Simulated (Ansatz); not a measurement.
Basis-set extrapolation for FH₃O₂Si₂ (PBE0-D4/def2-TZVP geometry, frozen core, Ansatz). Multiplicity 1, RHF reference.

```tsv
	def2-TZVPP	def2-QZVPP
HF	-829.007920	-829.038804
MP2 correlation	-0.950760	-1.032011
CCSD(T) correlation	-1.008615	not run
```

Energies in hartree. Use E(X) = E(∞) + A·exp(−7.88·√X) for Hartree–Fock and E(X) = E(∞) + B·X^(−2.97) for correlation, with X = 3 and 4, and add CCSD(T) minus MP2 of the smaller set to the MP2 limit.

Q: What is the CCSD(T) energy at the basis-set limit?

A: HF limit: -829.038804 + (-0.030884) × 0.13774 = -829.04306. MP2 limit: -1.032011 + (-0.081251) × 0.74074 = -1.09220. Higher-order term: -1.008615 − (-0.950760) = -0.05785. Total: -830.19311 hartree, 110.8 kcal/mol below CCSD(T)/def2-TZVPP.
